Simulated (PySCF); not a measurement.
C3H6AlCl. Atoms are numbered in the order given.

```xyz
11

Al     0.2046    -0.0392     0.0000
Cl    -0.6328    -1.9898     0.0000
C      2.1446     0.1352     0.0000
H      2.4826     1.1840     0.0000
H      2.5803    -0.3611    -0.8842
H      2.5803    -0.3611     0.8842
C     -1.0209     1.4631     0.0000
C     -0.5719     2.7315     0.0000
H     -2.1110     1.3225     0.0000
H     -1.2427     3.6007     0.0000
H      0.4991     2.9720     0.0000
```

Geometry: B3LYP-D3(BJ)/def2-SVP. The structure was generated by enumeration; whether it is a known compound was not checked. The values are those of a single conformer.

Level of theory: PySCF with TDA-ωB97X/def2-SVPD.

Vertical excitations. The molecule is in vacuum. State labels are in the subgroup Cs.

Computed lowest excited states:
| state | symmetry | energy (eV) | λ (nm) | f | main pairs |
|---|---|---|---|---|---|
| S1 | A" | 5.54 | 224 | 0.000 | HOMO→LUMO 89 % |
| S2 | A' | 6.85 | 181 | 0.419 | HOMO−1→LUMO 93 % |
| S3 | A" | 6.90 | 180 | 0.005 | HOMO−2→LUMO 53 %, HOMO→LUMO+2 27 % |
| S4 | A' | 7.39 | 168 | 0.136 | HOMO→LUMO+1 82 % |
| S5 | A" | 7.43 | 167 | 0.000 | HOMO−4→LUMO 77 % |
| S6 | A" | 7.62 | 163 | 0.058 | HOMO−1→LUMO+1 80 % |
| S7 | A' | 7.80 | 159 | 0.009 | HOMO−3→LUMO 87 % |
| S8 | A" | 7.81 | 159 | 0.000 | HOMO→LUMO+2 48 %, HOMO−2→LUMO 23 %, HOMO−2→LUMO+2 14 % |
| S9 | A' | 8.24 | 150 | 0.008 | HOMO−2→LUMO+1 29 %, HOMO→LUMO+3 26 %, HOMO−4→LUMO+1 23 % |
| S10 | A" | 8.35 | 149 | 0.113 | HOMO−3→LUMO+1 49 %, HOMO−1→LUMO+3 14 % |
| T1 | A' | 4.11 | 301 | 0 | HOMO−1→LUMO 73 %, HOMO−1→LUMO+2 20 % |
| T2 | A" | 5.05 | 246 | 0 | HOMO→LUMO 79 % |
| T3 | A" | 6.46 | 192 | 0 | HOMO−2→LUMO 35 %, HOMO→LUMO+2 28 %, HOMO−4→LUMO 15 %, HOMO→LUMO 13 % |
| T4 | A' | 6.80 | 182 | 0 | HOMO→LUMO+1 73 % |
Triplets are in the Tamm–Dancoff approximation.
